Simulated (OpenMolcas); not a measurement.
# Ru5+: moving or changing the point charges

Ru5+ among 4 point charges of -2.5 e arranged as a square (D4h), 2 Å from the ion.

```
Program             : OpenMolcas 26.06
Method              : SS-CASPT2, IPEA 0.25 Eh, imaginary shift 0.1 Eh (closed shells correlated: 4s 4p)
Basis               : ANO-RCC-VDZP [6s5p3d1f]
Scalar Hamiltonian  : DKH2, point nucleus
Active space        : 3 electrons in 5 orbitals (4d)
State averaging     : 2S+1 = 4 even, 10 roots; 2S+1 = 2 even, 40 roots
Spin-orbit coupling : RASSI with atomic mean-field integrals over the reference wave functions
```

Runs around this geometry, states (labels of D4, the rotations of D4h). Energies in cm-1 above the lowest state or level, χT in cm3 K/mol.

```
R (Å)  q (e)  Ground state  First state of that spin  First gap with spin-orbit (degeneracies)  χT at 300 K  First state of another spin
    2  -1.25            4E                   4A2 120                               1180 (2, 2)        0.212                     2E 14250
 1.83   -2.5           4A2                   4E 9900                                 96 (2, 2)        1.681                     2E 13740
    2   -2.5           4A2                   4E 6090                                 59 (2, 2)        1.562                    2A2 14120
  2.1   -2.5           4A2                   4E 4340                                 15 (2, 2)        1.432                    2A2 14310
```

Taking the first state of the same spin as R^-n, n = -ln(4340 / 9900) / ln(2.1 / 1.83) = 6.0 between the shortest and longest distance.

The ground state changes within this set.

Free-ion shares, where given, are those of the reference states; single-state CASPT2 does not remix them. An orbital doublet at a regular site is open to a Jahn-Teller distortion, which this geometry leaves out (holds for R = 2, q = -1.25). The ground term spreads over less than 5000 cm-1, several times less than with real ligands, so orbital moments are less quenched and χT lies further from the spin-only value than at real sites (holds for R = 2, q = -1.25). Point charges carry no covalency, so the field is a model and not that of real ligands. No measured value stands beside these numbers.
